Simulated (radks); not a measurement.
Q: The mean radii <r> (bohr) of the occupied orbitals of an atom or ion are listed with their occupations. Method: scalar-relativistic Kohn-Sham, BLYP, spin-unpolarised, spherical densities, point nucleus; computed with a radial shooting solver on a logarithmic mesh with Libxc functionals.

| orbital | occ. | <r> |
|---|---|---|
| 1s | 2 | 0.02111 |
| 2s | 2 | 0.08977 |
| 2p | 6 | 0.07945 |
| 3s | 2 | 0.2346 |
| 3p | 6 | 0.2334 |
| 3d | 10 | 0.2122 |
| 4s | 2 | 0.5286 |
| 4p | 6 | 0.5595 |
| 4d | 10 | 0.6047 |
| 5s | 2 | 1.261 |
| 5p | 6 | 1.473 |
| 4f | 8 | 0.7740 |
| 6s | 2 | 3.734 |
| 5d | 2 | 2.528 |

Name the element and its charge.

A: Z = 66, dysprosium, charge 0: Dy in [Xe] 4f8 5d2 6s2. The 1s radius gives Z: for a bare nucleus <r> = (2 gamma + 1)/(2Z) with gamma = sqrt(1 - (Z/c)^2), 0.02085 bohr for Z = 66, and screening makes it slightly larger (0.02111 here). The occupations add up to 66, and the charge is Z minus that.
